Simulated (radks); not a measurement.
Pd X, configuration [Kr] 4d1 (the NIST ground configuration).

Method: scalar-relativistic Kohn-Sham, SCAN, spin-polarised, spherical densities, finite nucleus; open shells are filled with parallel spins first (spin-orbit coupling, left out, can overturn this in heavy ions); meta-GGA in the generalised Kohn-Sham scheme; Fermi nuclear charge, rms radius 4.5318 fm; computed with a radial shooting solver on a logarithmic mesh with Libxc functionals.

Energy parts (hartree):
part                        energy
total                  -5023.99417
kinetic                 5212.56824
electron-nucleus      -11902.34137
Hartree                 1804.62714
exchange-correlation    -138.84817

Orbitals (lengths in bohr, moments of r in powers of bohr; r(max) is where P^2 peaks):
\begin{tabular}{lrrrr}
orbital & occ. & eigenvalue (hartree) & r(max) & <r> \\ \hline
1s up & 1 & -896.2551 & 0.02066 & 0.03186 \\
1s down & 1 & -896.2550 & 0.02066 & 0.03186 \\
2s up & 1 & -136.9454 & 0.1167 & 0.1382 \\
2s down & 1 & -136.9326 & 0.1167 & 0.1382 \\
2p up & 3 & -123.3211 & 0.09345 & 0.1206 \\
2p down & 3 & -123.3109 & 0.09344 & 0.1206 \\
3s up & 1 & -30.06650 & 0.3408 & 0.3775 \\
3s down & 1 & -30.06158 & 0.3408 & 0.3775 \\
3p up & 3 & -25.54654 & 0.3342 & 0.3771 \\
3p down & 3 & -25.53980 & 0.3342 & 0.3770 \\
3d up & 5 & -18.42280 & 0.2820 & 0.3557 \\
3d down & 5 & -18.41039 & 0.2821 & 0.3557 \\
4s up & 1 & -9.08214 & 0.8320 & 0.8948 \\
4s down & 1 & -9.01875 & 0.8301 & 0.8938 \\
4p up & 3 & -7.67644 & 0.8749 & 0.9491 \\
4p down & 3 & -7.61084 & 0.8732 & 0.9480 \\
4d up & 1 & -5.53396 & 0.9566 & 1.062 \\
\end{tabular}

The highest occupied level is 4d up at -150.59 eV. For comparison, the ionisation energy in NIST's Atomic Spectra Database is 160 eV (theoretical). In exact Kohn-Sham theory the highest level is minus the ionisation energy, but local and semilocal functionals leave it too shallow, through self-interaction and a potential that decays too fast; potentials with the right tail come closer. Spin moment in Bohr magnetons: 1. Summed over all electrons, <r^2> = 12.16 bohr^2, which gives a Langevin (diamagnetic) susceptibility term of -9.63 x 10^-6 cm^3/mol. The density falls to 0.001 e/bohr^3 at r = 2.26 bohr. The spin density at the nucleus is -1.658 e/bohr^3 (1s -0.056, 2s -0.677, 3s 0.519, 4s -1.444).

Empty levels of this run are not shown, since the potential may be unsettled where no density lies.
